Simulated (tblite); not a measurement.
Compound: C2H10NPSi2.
Z-matrix (Å and degrees, GFN2-xTB geometry), rows numbered from 1:
```
P 
Si  1  2.2486
C   2  1.9274  1  108.66
N   3  1.4531  2  105.72  1    97.18
C   4  1.4549  3  112.75  2    61.22
Si  5  1.9200  4  106.00  3   -62.53
H   1  1.3830  2   95.19  3   -66.29
H   1  1.3834  2   94.56  3  -159.24
H   2  1.4772  1  104.09  3  -116.36
H   3  1.0906  2  112.48  1   -20.73
H   3  1.1022  2  110.70  1  -140.96
H   4  1.0162  3  110.55  2  -174.41
H   5  1.0904  4  108.07  3   176.40
H   5  1.1033  4  112.23  3    58.52
H   6  1.4680  2  118.08  1    -0.97
H   6  1.4683  2  118.69  1   132.04
```

Level: GFN2-xTB in tblite, geometry and Hessian alike; calculated harmonic values, unscaled, isolated species. The method is semi-empirical: single wavenumbers can be off by several per cent or more. Modes of hydrogen on phosphorus and silicon can be 10 to 20 % off. One conformer, not necessarily the lowest.

Harmonic wavenumbers (cm⁻¹): 53.1, 94.5, 104.0, 140.9, 254.6, 283.6, 375.7, 404.8, 413.6, 494.8, 528.4, 536.8, 592.1, 623.4, 661.0, 689.7, 699.3, 730.1, 785.3, 788.0, 819.2, 861.8, 984.1, 1120.1, 1145.6, 1166.1, 1209.6, 1243.4, 1288.8, 1376.2, 1475.7, 1480.5, 2111.8, 2200.4, 2207.1, 2298.8, 2385.1, 2800.4, 2812.5, 2977.1, 2981.6, 3332.9.

A = 2929, B = 1205, C = 998.4 MHz; mass 135.009 u (most abundant isotopes); point group C1, symmetry number 1.

**Question.** What is the zero-point energy?

**Answer.** Half the sum of the wavenumbers: 24766 cm⁻¹ = 296.27 kJ/mol.

**Question.** What is S at 350 K and 1 bar for an ideal gas of classical rigid rotors and harmonic oscillators?

**Answer.** Translation 173.37, rotation 122.92, vibration 128.70: S = 425.0 J/(mol K).

**Question.** And Cp and H(350 K) − H(0)?

**Answer.** Cp = 174.45 J/(mol K), of which vibrations give 141.19 (their classical limit is 42 R = 349.2); H(350 K) − H(0) = 36.02 kJ/mol without the zero-point energy, 24.38 from vibrations.

**Question.** What must be added to the electronic energy to get the Gibbs energy at 350 K and 1 bar?

**Answer.** ZPE + [H(350 K) − H(0)] − T·S = 296.27 + 36.02 − 148.75 = 183.54 kJ/mol.

**Question.** Blend soft modes into free rotors: weight 1/[1 + (100 cm⁻¹/ν̃)⁴] for the oscillator and the rest for a rotor with moment μB/(μ + B), μ = h/(8π²ν), B = 10⁻⁴⁴ kg m². What vibrational entropy results?

**Answer.** 119.82 J/(mol K) in place of 128.70, which changes −T·S at 350 K by +3.11 kJ/mol.

Hindered rotation and anharmonicity are outside this model. Other conformers, if any are populated, would add a mixing term that is left out. The structure is chiral; the term R ln 2 for an equal mix with its mirror image is left out.

Time: 0.66 s wall. Hardware: one thread, Arm Neoverse V1 (aarch64), no GPU, shared host with 32 logical CPUs at a one-minute load of 23. The figure is for the frequency step alone.
